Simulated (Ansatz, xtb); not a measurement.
# C6H5NO: which of two isomers lies lower

Structure I is `C#CCC(=O)CC#N`, a singlet and structure II is `C#CC/C(O)=C/C#N`, a singlet. Both are isolated molecules in the gas phase, relaxed with PBE-D3(BJ)/def2-SVP; the shapes shown needn't be the lowest conformers.

I (Å):

```xyz
13

C    -2.0311   -1.3472   -0.6158
C    -1.4822   -0.6769    0.2463
C    -0.8461    0.1638    1.2527
C    -0.9619    1.6705    0.9701
C    -0.6663    2.1333   -0.4758
C     0.5285    1.5345   -1.0594
N     1.5042    1.0474   -1.4870
O    -1.2793    2.4676    1.8244
H    -2.5052   -1.9566   -1.3726
H    -1.2658   -0.0089    2.2645
H     0.2432   -0.0700    1.3015
H    -1.5467    1.8535   -1.0958
H    -0.5891    3.2383   -0.4638
```

II (Å):

```yaml
atoms:
  - { symbol: C, position_ang: [-1.4223, -0.9001, -1.4645] }
  - { symbol: C, position_ang: [-0.6956, -0.2726, -0.7095] }
  - { symbol: C, position_ang: [0.1706, 0.4645, 0.2006] }
  - { symbol: C, position_ang: [0.6233, 1.8212, -0.2832] }
  - { symbol: C, position_ang: [0.2753, 2.3745, -1.4848] }
  - { symbol: C, position_ang: [0.7690, 3.6607, -1.8212] }
  - { symbol: N, position_ang: [1.2218, 4.7302, -2.0211] }
  - { symbol: O, position_ang: [1.4167, 2.4221, 0.6210] }
  - { symbol: H, position_ang: [-2.0657, -1.4580, -2.1306] }
  - { symbol: H, position_ang: [1.0838, -0.1295, 0.4334] }
  - { symbol: H, position_ang: [-0.3339, 0.6108, 1.1830] }
  - { symbol: H, position_ang: [1.6879, 3.2990, 0.2685] }
  - { symbol: H, position_ang: [-0.3783, 1.8225, -2.1738] }
```

Quicker runs give these differences E(II) − E(I): GFN2-xTB +1.9 kcal/mol; HF/STO-3G +10.0 kcal/mol (at GFN2-xTB geometries); r2SCAN-D4/def2-SVP +0.2 kcal/mol (at GFN2-xTB geometries).

Problem. Estimate E(II) − E(I) at the level CCSD(T)/def2-SVP + ΔMP2/def2-TZVPP.

Solution. Calculated at CCSD(T)/def2-SVP + ΔMP2/def2-TZVPP: E(II) − E(I) = +2.6 kcal/mol, so structure I lies lower.

Level by level:

| level | geometry | E(II) − E(I) (kcal/mol) | departure from the last row (kcal/mol) | job, with rough time for the two |
| --- | --- | --- | --- | --- |
| GFN2-xTB | GFN2-xTB | +1.9 | −0.6 | optimisation, 0.32 s |
| HF/STO-3G | GFN2-xTB | +10.0 | +7.5 | single point, 0.44 s |
| r2SCAN-D4/def2-SVP | GFN2-xTB | +0.2 | −2.4 | single point, 3 s |
| PBE-D3(BJ)/def2-SVP | PBE-D3(BJ)/def2-SVP | +0.6 | −2.0 | optimisation, 23 s |
| HF/def2-SVP | PBE-D3(BJ)/def2-SVP | +4.9 | +2.3 | part of the CCSD(T) run |
| MP2/def2-SVP | PBE-D3(BJ)/def2-SVP | +4.6 | +2.0 | part of the CCSD(T) run |
| CCSD(T)/def2-SVP | PBE-D3(BJ)/def2-SVP | +4.9 | +2.4 | single point |
| CCSD(T)/def2-SVP + ΔMP2/def2-TZVPP | PBE-D3(BJ)/def2-SVP | +2.6 |  | single point, 52 s |

As drawn, II has 1 C–O, 1 C=C, 1 O–H in place of 1 C–C, 1 C=O, 1 C–H.

r2SCAN-D4/def2-SVP finds them nearly level. The largest departure from CCSD(T)/def2-SVP + ΔMP2/def2-TZVPP is that of HF/STO-3G, 7.5 kcal/mol. The last row adds to CCSD(T) the change of the MP2 difference between the two basis sets, here −2.4 kcal/mol.

With thermal terms from frequencies at re-optimised GFN2-xTB minima (ideal gas, soft modes damped towards free rotors, one conformer each, 298.15 K, 1 atm): the zero-point term adds +0.1 kcal/mol; ΔH is +2.6 and ΔG +2.8 kcal/mol.

The correlated steps freeze 8 core orbitals. Codes used: Ansatz 0.2.0, xtb 6.7.1; the last row on 2 threads of Intel(R) Xeon(R) 6975P-C (Granite Rapids) on a shared host.
